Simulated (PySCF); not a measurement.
## Running PySCF for CdSi⁺

Input:

```python
from pyscf import gto, dft

mol = gto.M(
    atom='Cd 0 0 0; Si 0 0 2.515',
    basis='def2-svpd',
    ecp={'Cd': 'def2-svpd'},
    charge=1,
    spin=1,
    verbose=4,
)
mf = dft.UKS(mol, xc='r2scan')
mf.kernel()
mf.dip_moment()
print('orbital energies (hartree):', [e[max(0, n-3):n+3].round(4) for e, n in zip(mf.mo_energy, mol.nelec)])
```

```bash
$ OMP_NUM_THREADS=1 python input.py
```

Output (some set-up lines and the per-cycle HOMO/LUMO lines with their warnings removed):

```
PySCF version 2.14.0

[INPUT] Symbol           X                Y                Z      unit          X                Y                Z       unit  Magmom
[INPUT]  1 Cd     0.000000000000   0.000000000000   0.000000000000 AA    0.000000000000   0.000000000000   0.000000000000 Bohr   0.0
[INPUT]  2 Si     0.000000000000   0.000000000000   2.515000000000 AA    0.000000000000   0.000000000000   4.752661203281 Bohr   0.0

nuclear repulsion = 58.9143614543141
number of shells = 22
number of NR pGTOs = 102
number of NR cGTOs = 58
basis = def2-svpd
ecp = {'Cd': 'def2-svpd'}

******** <class 'pyscf.dft.uks.UKS'> ********
method = UKS
initial guess = minao
damping factor = 0
level_shift factor = 0
DIIS = <class 'pyscf.scf.diis.CDIIS'>
SCF conv_tol = 1e-09
SCF max_cycles = 50
number electrons alpha = 17  beta = 16
XC functionals = r2scan

grids dens level: 3
tot grids = 41576
init E= -443.061473620628

cycle= 1 E= -454.930446803984  delta_E= -11.9  |g|= 1.56  |ddm|= 3.97
cycle= 2 E= -414.201903816901  delta_E= 40.7  |g|= 4.79  |ddm|= 15.1
cycle= 3 E= -456.723015494393  delta_E= -42.5  |g|= 0.339  |ddm|= 14.4
cycle= 4 E= -456.798853202892  delta_E= -0.0758  |g|= 0.116  |ddm|= 0.793
cycle= 5 E= -456.800707154124  delta_E= -0.00185  |g|= 0.0847  |ddm|= 0.249
cycle= 6 E= -456.804718870105  delta_E= -0.00401  |g|= 0.00924  |ddm|= 0.163
cycle= 7 E= -456.80480319218  delta_E= -8.43e-05  |g|= 0.00593  |ddm|= 0.0432
cycle= 8 E= -456.804857288192  delta_E= -5.41e-05  |g|= 0.000807  |ddm|= 0.0219
cycle= 9 E= -456.804860613914  delta_E= -3.33e-06  |g|= 0.000405  |ddm|= 0.0069
cycle= 10 E= -456.804861714942  delta_E= -1.1e-06  |g|= 0.000239  |ddm|= 0.00417
[24 cycles left out]
cycle= 35 E= -456.804861675156  delta_E= 5.96e-08  |g|= 1.84e-05  |ddm|= 0.00459
cycle= 36 E= -456.804861426013  delta_E= 2.49e-07  |g|= 5.71e-05  |ddm|= 0.0236
cycle= 37 E= -456.804861176043  delta_E= 2.5e-07  |g|= 0.000363  |ddm|= 0.0539
cycle= 38 E= -456.804861285556  delta_E= -1.1e-07  |g|= 0.000161  |ddm|= 0.0359
cycle= 39 E= -456.804861282377  delta_E= 3.18e-09  |g|= 0.000133  |ddm|= 0.0067
cycle= 40 E= -456.804861306012  delta_E= -2.36e-08  |g|= 0.000102  |ddm|= 0.00508
cycle= 41 E= -456.804861301543  delta_E= 4.47e-09  |g|= 6.99e-05  |ddm|= 0.00646
cycle= 42 E= -456.804861305191  delta_E= -3.65e-09  |g|= 3.48e-05  |ddm|= 0.00449
cycle= 43 E= -456.8048613071  delta_E= -1.91e-09  |g|= 6.75e-06  |ddm|= 0.000761
cycle= 44 E= -456.804861307163  delta_E= -6.39e-11  |g|= 3.61e-07  |ddm|= 0.000141
Extra cycle  E= -456.804861307164  delta_E= -3.41e-13  |g|= 3.46e-07  |ddm|= 1.88e-06
converged SCF energy = -456.804861307164  <S^2> = 0.76066264  2S+1 = 2.0106344

WARN: System has nonzero charge 1; the dipole moment is origin-dependent.
Location of origin: [0. 0. 0.]

Dipole moment(X, Y, Z, Debye):  0.00000,  0.00000,  4.20242
orbital energies (hartree): [array([-0.6389, -0.4552, -0.3917, -0.3622, -0.3264, -0.2123]), array([-0.7015, -0.6093, -0.4471, -0.3528, -0.3202, -0.3059])]
```

In short: E(SCF) = -456.804861 Eh, ⟨S²⟩ = 0.761.

It ran on Intel Xeon 6975P-C (1 thread, shared host) in 11 s.

The bond length is a typed value, not an optimised one. The dipole of an ion depends on the origin. No search for the lowest solution was made.
